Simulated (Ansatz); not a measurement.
Ansatz results at the PBE0-D4/def2-TZVP geometry: size of the dipole moment (B3LYP/def2-TZVPP) 1.04 D; HOMO–LUMO gap (ωB97M-V/def2-TZVPP) 12.16 eV; size of the dipole moment (PBE/def2-TZVPP) 1.06 D.

Each molecule was computed in one conformer, which needn't be the lowest.

Q: Which molecule gave them?
A. `CC[SiH2]O[SiH3]`
B. `CO[SiH2]C[SiH3]`
C. `CC[SiH](O)[SiH3]`
D. `FC(F)(F)[SiH2]Cl`

A: A. The others give `FC(F)(F)[SiH2]Cl`: 1.89, 13.07, 1.65; `CC[SiH](O)[SiH3]`: 1.82, 11.30, 1.81; `CO[SiH2]C[SiH3]`: 0.93, 12.47, 0.93.

B3LYP here is the variant with VWN-RPA as its local correlation; programs differ in this.
